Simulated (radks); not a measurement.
Ca+, configuration [Ar] 4s1.

Calculated with a radial shooting solver on a logarithmic mesh with Libxc functionals: non-relativistic Kohn-Sham, LDA (Slater exchange, Perdew-Wang correlation), spin-polarised, spherical densities, point nucleus; open shells are filled with parallel spins first; hard spherical wall at 5 bohr.

Energy parts (eV):
part                      energy
total                 -18379.025
kinetic                18364.079
electron-nucleus      -43474.141
Hartree                 7657.545
exchange-correlation    -926.508

Orbitals (lengths in bohr, moments of r in powers of bohr; <r^-3> diverges for s and p1/2):
orbital  occ.  eigenvalue (eV)   <1/r>  <r^-3>     <r^2>      <r>
1s up       1        -3921.930   19.49       -  0.008073  0.07754
1s down     1        -3921.864   19.49       -  0.008073  0.07754
2s up       1        -414.7306   3.994       -    0.1604   0.3680
2s down     1        -414.6641   3.994       -    0.1603   0.3680
2p up       3        -339.5805   3.930   182.8    0.1341   0.3292
2p down     3        -339.5174   3.931   182.8    0.1341   0.3292
3s up       1         -51.8528   1.201       -     1.573    1.166
3s down     1         -51.6895   1.203       -     1.566    1.164
3p up       3         -33.4945   1.075   19.37     1.929    1.278
3p down     3         -33.2846   1.079   19.50     1.904    1.271
3d up       0          -7.2900  0.7302   1.099     3.899    1.784
3d down     0          -6.7837  0.7482   1.158     3.695    1.735
4s up       1          -6.2868  0.4647       -     8.683    2.819
4s down     0          -5.1169  0.4668       -     8.650    2.813
4p up       0          -1.3071  0.4598   4.604     9.388    2.923
4p down     0          -0.1367  0.4585   4.563     9.394    2.925
5s up       0          20.5601  0.5238       -     10.14    2.951
5s down     0          21.3360  0.5240       -     10.17    2.954

The highest occupied level is 4s up at -6.287 eV. The configuration is held as typed, so some empty levels lie below it. The pressure on the wall is 9.67 GPa. The density falls to 0.001 e/bohr^3 at r = 4.00 bohr. The electron density at the nucleus is 5295 e/bohr^3.
